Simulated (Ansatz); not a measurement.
Calculated with Ansatz (gas phase, PBE0-D4/def2-TZVP geometries, no zero-point term in ΔE). CCSD(T)/CBS adds triple-zeta CCSD(T) − MP2 to the extrapolated MP2 energy (def2 sets, frozen cores). DFT in def2-TZVPP. Each species was taken in one conformer, which may not be the lowest.

Reaction (ligand exchange at a B–C bond): `BC(C)(C)C` + `CN[SiH2]N` → `BN(C)[SiH2]N` + `CC(C)C`

```
       species  B2PLYP energy (Eh)
   `BC(C)(C)C`          -183.75197
   `CN[SiH2]N`          -441.78965
`BN(C)[SiH2]N`          -467.24893
      `CC(C)C`          -158.35273
```

(1) Work out ΔE.

Largest T1 diagnostic among the species: 0.012.

Results:

(1) ΔE = (-467.24893) + (-158.35273) − (-183.75197) − (-441.78965) = -0.06004 Eh = -157.6 kJ/mol. CCSD(T)/CBS gives -152.5 kJ/mol.
